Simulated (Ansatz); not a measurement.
A run on C$_{3}$H$_{7}$AlO with other settings.

```yaml
crystal:
  periodic: [false, false, false]
  atoms:
    - {symbol: C, position_ang: [-0.494427, -0.297856, 1.658732]}
    - {symbol: C, position_ang: [0.276188, 0.009310, 0.425412]}
    - {symbol: O, position_ang: [1.016828, -0.960467, -0.071492]}
    - {symbol: C, position_ang: [0.145727, 1.163614, -0.307510]}
    - {symbol: Al, position_ang: [0.364901, -0.607127, -1.730930]}
    - {symbol: H, position_ang: [-1.095848, 0.546182, 1.991642]}
    - {symbol: H, position_ang: [0.217428, -0.567496, 2.443540]}
    - {symbol: H, position_ang: [-1.131393, -1.169456, 1.490618]}
    - {symbol: H, position_ang: [0.965659, 1.475754, -0.954401]}
    - {symbol: H, position_ang: [-0.580687, 1.920227, -0.048079]}
    - {symbol: H, position_ang: [-1.014702, -1.330260, -2.001106]}
    - {symbol: H, position_ang: [1.407328, -0.237425, -2.862527]}
basis:
  gaussian: {orbitals: STO-3G}
hamiltonian: {xc: {name: BLYP}, dispersion: d4}
scf: {lower_state_search: light}
output: {forces: true}
```

```sh
$ ansatz run in.yaml --threads 4 --pin off --events-out ev --progress --plain --max-ram 10444MiB
```

Output, abridged:

```
Functional definition: BLYP
478 factors; integrals over basis functions are off by at most 4.3e-5 eV
mean field evaluation 1: about -11715.8165 eV, gradient 3.2e1 eV
mean field evaluation 2: about -11708.6991 eV, gradient 6.2e1 eV
mean field evaluation 4: about -11718.7929 eV, gradient 7.4e0 eV
mean field evaluation 8: about -11718.8337 eV, gradient 3.3e-1 eV
mean field evaluation 16: about -11718.8341 eV, gradient 3.8e-5 eV
mean field -11718.83412618 eV, -430.6592108259 hartree, gradient 3.8e-5 eV, S^2 0.000000; 0 other end points of the search recorded, 0 dependent functions left out
reference -11718.83439410 eV, -430.6592206718 hartree; 23, 23 occupied and 13, 13 virtual orbitals, 478 factors
Total energy: -11719.36352765 eV, -430.6786659713 hartree
Atom 0 at    -0.494427    -0.297856     1.658732 Å, force    -0.591104    -0.251889     1.498429 eV/Å
Atom 1 at     0.276188     0.009310     0.425412 Å, force    -0.402887     1.136743     0.687337 eV/Å
Atom 2 at     1.016828    -0.960467    -0.071492 Å, force     2.116387    -3.227586    -1.399936 eV/Å
Atom 3 at     0.145727     1.163614    -0.307510 Å, force    -0.674061     1.042596    -1.756513 eV/Å
Atom 4 at     0.364901    -0.607127    -1.730930 Å, force    -0.245725     0.124493    -1.262360 eV/Å
Atom 5 at    -1.095848     0.546182     1.991642 Å, force    -0.411498     0.506988     0.237420 eV/Å
Atom 6 at     0.217428    -0.567496     2.443540 Å, force     0.330773    -0.152138     0.632634 eV/Å
Atom 7 at    -1.131393    -1.169456     1.490618 Å, force    -0.519849    -0.505586    -0.021076 eV/Å
Atom 8 at     0.965659     1.475754    -0.954401 Å, force     0.513032     0.418953    -0.064172 eV/Å
Atom 9 at    -0.580687     1.920227    -0.048079 Å, force    -0.440289     0.551244     0.089941 eV/Å
Atom 10 at    -1.014702    -1.330260    -2.001106 Å, force     1.180286     0.693047     0.349677 eV/Å
Atom 11 at     1.407328    -0.237425    -2.862527 Å, force    -0.855066    -0.336866     1.008620 eV/Å
Dipole moment:    -0.113310     0.080512     0.154231 e Å
```

It took 0.35 s on 4 threads of an Intel Xeon 6975P-C on a shared host, with 0.1 GiB of host memory at the peak.
